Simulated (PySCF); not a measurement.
**Structure from 2D NMR**

Compound of formula C$_{4}$H$_{10}$O$_{3}$Si$_{2}$. Correlations simulated from computed shifts and the bond graph:

HSQC (one-bond C–H):
```
  δH     δC
4.70  101.5
3.62   58.0
1.38   -8.0
```

COSY cross peaks (H two or three bonds apart, from the bond graph; peaks can be absent where the dihedral angle is near 90°):
```
  δH    δH
4.70  4.62
4.70  4.53
4.62  4.53
4.62  1.38
4.53  1.38
```

HMBC (two and three bonds, from the bond graph):
```
  δH                  δC
4.93               101.5
4.70          58.0, -8.0
4.62  182.1, 101.5, -8.0
4.53  182.1, 101.5, -8.0
3.62               101.5
1.38        182.1, 101.5
```

Carbons without hydrogens: δ 182.1.

PySCF calculation with shieldings: GIAO PBE0/pcSseg-1 and geometry from GFN2-xTB; relativity neglected, a single conformation, fast rotation and ring inversion assumed for equivalent nuclei, gas phase.

Scale: 1H (31.72 ppm) and 13C (186.93 ppm) against TMS (reference shieldings calculated alike).

Exchangeable hydrogens are left out of these lists.

**Question.** Work out the connectivity.

**Answer.** SMILES CO[C@H](O[SiH3])[SiH2]C=C=O.

Mapped SMILES: `[CH3:1][O:2][C@H:3]([O:4][SiH3:5])[SiH2:6][CH:7]=[C:8]=[O:9]`. Each H is labelled by its parent atom. Ha(Si6) is pro-R; Hb(Si6) is pro-S.

δC 182.1 is C8, a central carbon of a ketene. δC 101.5 is C3, an sp3 carbon bearing two oxygens (δH 4.70). δC 58.0 is C1, a methyl carbon bonded to O (δH 3.62). δC -8.0 is C7, a terminal carbon of a ketene (δH 1.38). HMBC from δH 4.62 reaches the proton-free carbon C8. HMBC from δH 4.53 reaches the proton-free carbon C8. HMBC from δH 1.38 reaches the proton-free carbon C8. COSY links 4.70–4.62, 4.70–4.53, 4.62–4.53, 4.62–1.38, 4.53–1.38.

The shifts were computed for this structure.

Shifts are as computed. Against solution values, carbons near 30 ppm lie about +3 ppm off and those near 130 ppm about +5 ppm. Of 1309 compounds with measured shifts, 239 miss one by over three times the rms of a fit or turn the order of signals round; such compounds aren't used in these exercises.
